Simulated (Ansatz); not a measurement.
Relaxation of AlBClH₅Si (9 atoms, charge 0, multiplicity 1), to a largest force component of 0.015 eV/Å in at most 40 steps.

All numbers below come from RKS PBE0-D4/6-31G* (Ansatz).

```xyz
9
Properties=species:S:1:pos:R:3:forces:R:3
Al -0.922 1.673 0.046 -0.23 -0.07 -0.04
Si 0.827 0.002 -0.303 0.13 -0.15 0.70
B 1.201 -0.263 -2.219 -0.42 -0.30 0.26
Cl 2.095 0.925 -3.055 0.71 0.83 -0.65
H -1.639 2.472 -1.093 0.01 0.15 -0.57
H -1.576 2.066 1.414 0.07 -0.08 0.58
H 0.560 -1.278 0.409 -0.25 -0.11 0.01
H 2.019 0.528 0.424 0.16 0.18 -0.07
H 0.760 -1.129 -2.881 -0.18 -0.46 -0.22
```

Problem. Where does it end, and by what steps?

Solution. The run converged. After 12 steps the energy has fallen by 0.139 eV; H9 moved furthest, 0.19 Å.

```tsv
step	energy less start (eV)	largest force component (eV/Å)	accepted
0	0.0000	0.834	yes
1	-0.0870	0.607	yes
2	-0.1039	0.720	yes
3	-0.1361	0.092	yes
4	-0.1363	0.088	yes
5	-0.1370	0.055	yes
6	-0.1380	0.036	yes
7	-0.1385	0.055	yes
8	-0.1365	0.140	no
9	-0.1389	0.031	yes
10	-0.1390	0.050	yes
11	-0.1385	0.083	no
12	-0.1393	0.006	yes
```

```xyz
9
Properties=species:S:1:pos:R:3
Al -0.977 1.647 0.035
Si 0.867 0.032 -0.250
B 1.179 -0.210 -2.212
Cl 2.252 0.868 -3.084
H -1.656 2.349 -1.227
H -1.500 2.004 1.499
H 0.487 -1.254 0.413
H 2.073 0.576 0.448
H 0.601 -1.017 -2.880
```

Whether the end is a true minimum wasn't checked by a vibrational analysis.

The run took 64 s on 1 thread of Arm Neoverse V2, on a shared host, peak memory 0.17 GiB.
